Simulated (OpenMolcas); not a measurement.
## O4+: RASPT2 settings compared

```yaml
Program: OpenMolcas 26.06
Basis: ANO-R2 [4s4p2d1f]
Scalar_Hamiltonian: X2C, finite nucleus
Active_space: 2 electrons in 9 orbitals (RAS2 2s 2p; RAS3 3d, at most 2 electrons)
State_averaging: 2S+1 = 3 even, 3 roots (0 in the spin-orbit step); 2S+1 = 1 even, 1 root; 2S+1 = 3 odd, 3 roots; 2S+1 = 1 odd, 3 roots
Spin-orbit_coupling: state interaction with AMFI integrals over the reference wave functions, term energies averaged over their components
```

Methods on the same reference wave functions:
A. RASSCF
B. SS-RASPT2, IPEA 0.75 Eh, no level shift (closed shells correlated: 1s)
C. SS-RASPT2, IPEA 0.75 Eh, real shift 0.15 Eh (closed shells correlated: none)
D. XMS-RASPT2, IPEA 0.6 Eh, imaginary shift 0.2 Eh (closed shells correlated: 1s)

Energies in cm⁻¹ above 2s² ¹S₀, the measured ground level; measured values from Moore, Selected Tables of Atomic Spectra, NSRDS-NBS 3, section 9.

| Level | A | B | C | D | Measured |
| --- | --- | --- | --- | --- | --- |
| 2s² ¹S₀ | 0.0 | 0.0 | 0.0 | 0.0 | 0.0 |
| 2s 2p ³P°₀ | 82683 | 82302 | 82584 | 82274 | 81942 |
| 2s 2p ³P°₁ | 82828 | 82447 | 82729 | 82419 | 82079 |
| 2s 2p ³P°₂ | 83119 | 82738 | 83020 | 82710 | 82385 |

Deviations, from unrounded energies. A percentage is the sum of absolute deviations over the sum of measured energies, with the sign that they share, or ± where signs differ.

```json
{"Against measurement": "mean absolute deviation (cm-1)", "Levels": "3", "A": "740", "B": "360", "C": "640", "D": "330"}
{"Against measurement": "other configurations (%)", "Levels": "3", "A": "+0.9", "B": "+0.4", "C": "+0.8", "D": "+0.4"}
```

D lies closest to measurement on these levels and A furthest from it. The largest miss of D in the table is 2s 2p ³P°₁, by +340 cm-1. The ranking rests on the paired levels alone, and a cruder setting can come out closer through cancelling errors.

Among B to D the level of the table that moves most is 2s 2p ³P°₁, by 310 cm-1 (lowest in D, highest in C).

The lowest spin-free term lies below A's lowest term by 0.008 hartree in B, 0.001 hartree in C, 0.008 hartree in D.

Active for correlation alone: 3d; no level in the range computed is led by a configuration that fills it, so any true level of that kind is missing. Measured partners are found by configuration, term and J. A level has none where our copy of the source lacks it or the pairing is in doubt (some pairs that miss far off the trend of their configuration count as doubtful), and it then counts in no deviation. Only configurations of the active space appear. Levels that lie high or do not pair safely by name in every column are left out.

° marks odd parity.
